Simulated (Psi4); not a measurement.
C3H6NO (SMILES [CH2]N(C)C=O), doublet, geometry from GFN2-xTB. Base run: HF/3-21G run with Psi4.

The Psi4 input:
```
memory 2 GB

molecule {
0 2
  C    -0.57340588   -1.04248401   -0.84747629
  N     0.22580332   -0.27232099   -0.07484776
  C     1.57408486   -0.72022017    0.18317111
  C    -0.22793319    0.90634106    0.45338122
  O    -1.34568634    1.34977580    0.28262936
  H    -0.19354223   -1.95873990   -1.24751590
  H    -1.57037703   -0.70052078   -1.03182152
  H     1.56102399   -1.68796428    0.68836733
  H     2.08952465    0.00057103    0.81554840
  H     2.12384536   -0.82477924   -0.75424729
  H     0.53791799    1.41765245    1.05811220
}

set basis 3-21g
set reference uhf

energy('scf')
print_variables()
```

Variants of this job, named by their change:

| change | basis functions | E (Eh) | dipole (D) | core-seconds (rough) |
|---|---|---|---|---|
| base | 57 | -244.98763 | 4.20 | 6 |
| basis = STO-3G | 31 | -243.21121 | 2.62 | 5 |
| basis = 6-31G | 57 | -246.24881 | 4.65 | 5 |
| basis = 6-31G* | 87 | -246.36164 | 4.31 | 6 |
| basis = def2-SVP | 100 | -246.18102 | 4.38 | 6 |
| basis = 6-31+G* | 107 | -246.36999 | 4.59 | 8 |
| basis = 6-311++G** | 152 | -246.43214 | 4.59 | 10 |
| basis = aug-cc-pVDZ | 169 | -246.39801 | 4.48 | 10 |
| basis = 6-311+G(2d,p) | 171 | -246.43895 | 4.51 | 10 |
| basis = cc-pVTZ | 234 | -246.45543 | 4.37 | 20 |
| basis = pcseg-2 | 234 | -246.45108 | 4.51 | 20 |
| basis = def2-TZVPP | 239 | -246.46507 | 4.42 | 20 |
| basis = def2-TZVPD | 242 | -246.46396 | 4.45 | 20 |

Totals compare only among sets that treat the same electrons; sets with core potentials leave the core out.

Open shells are given as the SCF converged; they aren't shown to be the lowest states, and a large step between rows can be another state.
